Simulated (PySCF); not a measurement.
Method: TPSSh-D3(BJ)/def2-TZVP // PBE-D3(BJ)/def2-SVP in PySCF. Isolated molecules, 0 K electronic values unless said otherwise. 

Reference species: [Fe(NH3)4]2+ (excited triplet) (charge +2, multiplicity 3).

```json
{
  "highest_occupied_spin_orbital": "-14.44 eV",
  "coordination_number": "4",
  "charge on the central atom (Mulliken)": "0.55 e",
  "spin population on the central atom (Mulliken)": "2.15"
}
```

Changed species: [Ni(NH3)4]2+ (excited triplet) (M = Ni, multiplicity 3; the reference has M = Fe, multiplicity 3).

### Question
Predict the effect on the highest occupied spin orbital, coordination number, charge on the central atom (Mulliken) and spin population on the central atom (Mulliken).

### Answer
the highest occupied spin orbital falls by 1.75 eV, to -16.19 eV; the coordination number hardly moves; the charge on the central atom (Mulliken) hardly moves; the spin population on the central atom (Mulliken) decreases by 0.43, to 1.72.
